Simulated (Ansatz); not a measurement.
**A series of barriers**

Four-centre ligand exchange, with the central atom changed down its group and all else kept; in the first member these bonds form or tighten: B–O, H–H; these break or loosen: B–H, H–O.

Gas-phase electronic energies, without zero-point energy, by CCSD(T) at an estimated basis limit (MP2 extrapolated from triple and quadruple zeta, plus CCSD(T) − MP2 in triple zeta); Ansatz 0.2.0, def2-TZVPP and QZVPP, frozen cores, on PBE0-D4/def2-TZVP structures. Extrapolation: Hartree–Fock as exp(−7.88 √X), correlation as X^−2.97. All energies, in kJ/mol, count from the separated reactants, without counterpoise correction; the start and end structures are the complexes reached by relaxing down from the saddle, and deeper ones may exist. Brackets give SMILES, or, where every atom is bracketed, only which atoms are joined. Steps whose reference was doubtful or whose search ended elsewhere are left out.

| reactants | products | start structure | saddle | end structure | saddle by PBE-D4/TZ |
| --- | --- | --- | --- | --- | --- |
| BHCl₂ ([Cl][BH][Cl]) + H₂O | BHCl₂O ([OH][B]([Cl])[Cl]) + H₂ | -43.6 | 90.6 | -108.0 | 53.5 |
| AlHCl₂ ([Cl][AlH][Cl]) + H₂O | AlHCl₂O ([OH][Al]([Cl])[Cl]) + H₂ | -103.4 | -15.5 | -120.8 | -38.8 |
| GaHCl₂ ([Cl][GaH][Cl]) + H₂O | GaHCl₂O ([OH][Ga]([Cl])[Cl]) + H₂ | -75.3 | ? | -35.5 | 44.9 |

What is the height of the saddle for GaHCl₂ ([Cl][GaH][Cl]) + H₂O? (An estimate is asked for; the value comes from the calculation.)

The calculation gives: 68.4 kJ/mol relative to the separated reactants, between the members at -15.5 and 90.6; above its start structure the barrier is 68.4 − (-75.3) ≈ 143.7 kJ/mol.

With the table complete: take k = (k_BT/h) exp(−E/k_BT), E being the saddle less the start structure. Which steps would take under a second at 573 K (300 °C)?

k = 1 s⁻¹ needs E = k_BT ln(k_BT/h × 1 s) = 0.04938 eV × 30.1 = 1.49 eV = 144 kJ/mol. Zero-point energy and entropy, left out here, can move a barrier by 0.15 eV or more, so: clearly faster: AlHCl₂ ([Cl][AlH][Cl]) + H₂O (87.9); too close to call: BHCl₂ ([Cl][BH][Cl]) + H₂O (134.2), GaHCl₂ ([Cl][GaH][Cl]) + H₂O (143.7) (barriers in kJ/mol). These are rates out of the complex; where it is weakly bound it falls apart first at this temperature, and the saddle's height above the separated reactants, with the entropy of meeting, sets the rate.

For which rows does the start complex face a lower barrier to react than to fall apart again?

Where the saddle lies below the separated reactants: AlHCl₂ ([Cl][AlH][Cl]) + H₂O. In the others it is easier, by energy, to separate; entropy favours separation further in all rows.

Aluminium, larger and more positive than boron, binds the incoming molecule more strongly, and well and saddle both drop.

How do the PBE-D4 saddles lie against the coupled-cluster estimate?

All lower, by 23.3 to 37.1 kJ/mol.

This is the kind of ligand exchange by which a precursor binds to a hydroxyl group, or is hydrolysed, in atomic layer deposition of oxides.

No T1 diagnostic of these runs exceeds 0.012. The filled d shells of Ga are correlated in sets not built for that, so values that involve them are less sure.

For scale, one of the runs: CCSD(T)/def2-TZVPP, 205 basis functions, launched by `ansatz run in.yaml --threads 4 --pin off --events-out ev --progress --plain --max-ram 9574MiB`. The run took 62 s on 4 CPU threads of an Arm Neoverse V2 (shared host), with 2.6 GiB of host memory at its peak.
